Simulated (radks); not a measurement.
Mg+, 11 electrons, occupied as [He] 2s2 2p5.5 3s1 4s0.5 (fractional occupations, a model configuration). Method: non-relativistic Kohn-Sham, LDA (Slater exchange, Perdew-Wang correlation), spin-polarised, spherical densities, point nucleus; open shells are filled with parallel spins first; computed with a radial shooting solver on a logarithmic mesh with Libxc functionals.

Unscreened Slater integrals over Kohn-Sham orbitals (eV). They are taken over the spin-up orbitals. Empty in this configuration: 3p.

integral     value
F0(4s,4s)   3.9050
F0(4s,3s)   4.9384
G0(4s,3s)  0.34045
F0(4s,2p)   5.4971
G1(4s,2p)  0.17331
F0(4s,2s)   5.4867
G0(4s,2s)  0.13517
F0(4s,3p)   4.8027
G1(4s,3p)  0.56002
F0(3s,3s)   9.7459
F0(3s,2p)   12.936
G1(3s,2p)  0.91756
F0(3s,2s)   12.884
G0(3s,2s)  0.72128
F0(3s,3p)   8.8299
G1(3s,3p)   5.7605
F0(2p,2p)   37.717
F2(2p,2p)   17.129
F0(2p,2s)   36.551
G1(2p,2s)   21.887
F0(2p,3p)   11.090
F2(2p,3p)   1.6671
G0(2p,3p)  0.71421
G2(2p,3p)  0.67574
F0(2s,2s)   35.851
F0(2s,3p)   11.023
G1(2s,3p)  0.56623
F0(3p,3p)   8.1414
F2(3p,3p)   4.1532

Derived for the open shells (J is the average intra-shell exchange parameter used in DFT+U). 2p: J = F2/5 = 3.426 eV.
